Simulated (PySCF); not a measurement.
SMILES Cc1cccc(-c2cccs2)c1 (C11H10S), singlet, GFN2-xTB optimised geometry. Atoms within 1.6 Å of the plane z = 1.0 Å (x, y, z in Å): C1 (3.58, -1.13, 0.01), C2 (2.10, -1.38, 0.00), C3 (1.61, -2.68, 0.00), C4 (0.24, -2.91, 0.00), C5 (-0.65, -1.85, 0.00), C6 (-0.18, -0.54, 0.00), C7 (-1.09, 0.59, 0.00), C8 (-2.46, 0.59, 0.00), C9 (-3.03, 1.88, 0.00), C10 (-2.09, 2.86, 0.00), S11 (-0.49, 2.22, 0.00), C12 (1.20, -0.32, 0.00), H14 (3.98, -1.34, 1.00), H15 (3.80, -0.09, -0.24), H16 (2.30, -3.51, 0.00), H17 (-0.13, -3.92, 0.00), H18 (-1.71, -2.05, 0.00), H19 (-3.06, -0.31, 0.00), H20 (-4.08, 2.07, 0.00), H21 (-2.23, 3.92, 0.00), H22 (1.57, 0.69, 0.00).

Computed with PySCF with PBE/def2-SVP.

Map of the log10 of the electron density (e/bohr³), floored at −4 on the plane z = 1.0 Å:

```
|000000000000000000000000000|
|000000000000000000000000000|
|000000000000000000000000000|
|000000012210000000000000000|
|000000134432100000000000000|
|000000245543332000000000000|
|000012356665554200000000000|
|000124467776765410000000000|
|000245677777876420000000000|
|000346777667876421000000000|
|000245677667765433100000000|
|000124577777654454311100000|
|000013567777755665333321000|
|000013566667766776445542000|
|000003455556777776567764100|
|000002344456776677778975200|
|000000123467765567778975200|
|000000013567776677667764100|
|000000013456777777644432000|
|000000001345677777542210000|
|000000000124566666542000000|
|000000000013555444431000000|
|000000000002443222210000000|
|000000000001221100000000000|
|000000000000000000000000000|
|000000000000000000000000000|
|000000000000000000000000000|
```
Scale: ten equal steps from -4.00 (start of '0') to -0.625 (end of '9'), in the order '0123456789'; x runs from -6.50 to 6.50, y from -6.50 (bottom) to 6.50 (top).
